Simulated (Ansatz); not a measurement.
A nudged elastic band was laid between two geometries of H2O + H5NOSi (11 atoms, charge 0, multiplicity 1).

Level of theory: RKS BLYP/def2-SVP (Ansatz 0.2.0).

```yaml
movable_images: 5
climbing_image: yes
spring: 5.0 eV/Å²
optimiser: quadratic models (default)
start_path: through a guess of the saddle point
force_threshold: 0.05 eV/Å
iteration_limit: 60
end_points: relaxed
```

Image 0:

```xyz
11
Properties=species:S:1:pos:R:3
Si -0.142 0.235 0.026
N -0.051 -0.006 1.775
H -0.918 -0.220 2.283
H 0.491 0.678 2.316
H 1.252 0.367 -0.464
O -0.895 1.656 -0.492
H -1.868 1.672 -0.440
H -0.900 -0.953 -0.484
O 1.511 -2.406 1.097
H 0.768 -3.029 0.973
H 1.072 -1.663 1.579
```

Image 6:

```xyz
11
Properties=species:S:1:pos:R:3
Si 0.107 -0.616 -0.816
N -0.486 0.224 2.500
H -1.437 0.014 2.837
H 0.006 0.673 3.286
H 0.826 -0.494 -2.126
O 0.065 0.907 -0.151
H -0.231 0.879 0.809
H -1.243 -1.243 -1.000
O 0.888 -1.735 0.205
H 1.850 -1.591 0.279
H -0.025 -0.688 2.345
```

**Question.** Which bonds break or form, and what moves?

**Answer.** Bonds broken: Si1–N2, O9–H11. Bonds formed: Si1–O9, N2–H11. H2O + H5NOSi becomes H3N + H4O2Si.

**Question.** What energy profile does the band end with?

**Answer.** The forces met the threshold. The highest image is number 2 of 0 to 6, 19.4 kcal/mol above the first end and 37.5 kcal/mol above the last; the last end lies 18.1 kcal/mol below the first. A vibrational analysis at the climbing image gives one clearly imaginary mode, 878i cm⁻¹: a first-order saddle point. The orbitals stay closed-shell, which can raise the energy where a bond breaks towards radicals; this wasn't checked here.

```
image  path coordinate (Å)  energy (kcal/mol)  Si1–N2 (Å)  O9–H11 (Å)  Si1–O9 (Å)
    0                 0.00                0.0        1.77        0.99        3.29
    1                 0.84                3.2        1.80        1.00        2.71
    2                 1.69               19.4        1.94        1.32        2.03
    3                 3.20                8.0        2.77        2.07        1.73
    4                 4.71              -14.1        3.35        2.05        1.71
    5                 6.23              -17.0        3.53        2.33        1.71
    6                 7.75              -18.1        3.47        2.55        1.70
```

**Question.** What is the geometry of the highest image?

**Answer.** 
```xyz
11
Properties=species:S:1:pos:R:3
Si 0.099 -0.145 0.044
N 0.091 -0.131 1.981
H -0.838 -0.161 2.425
H 0.612 0.655 2.398
H 1.425 0.325 -0.443
O -0.759 1.324 -0.246
H -1.716 1.192 -0.378
H -0.892 -1.098 -0.587
O 1.069 -1.815 0.683
H 0.556 -2.630 0.516
H 0.673 -1.185 1.775
```

**Question.** What are the harmonic wavenumbers there?

**Answer.** 878i, 140, 225, 248, 332, 429, 460, 480, 507, 695, 704, 742, 777, 802, 862, 880, 1012, 1068, 1460, 1558, 1804, 2056, 2210, 3381, 3467, 3665, 3706 cm⁻¹.

Time of the run: 3.5 min on 2 threads of Arm Neoverse V2, with other jobs on the host, peak memory 0.12 GiB.
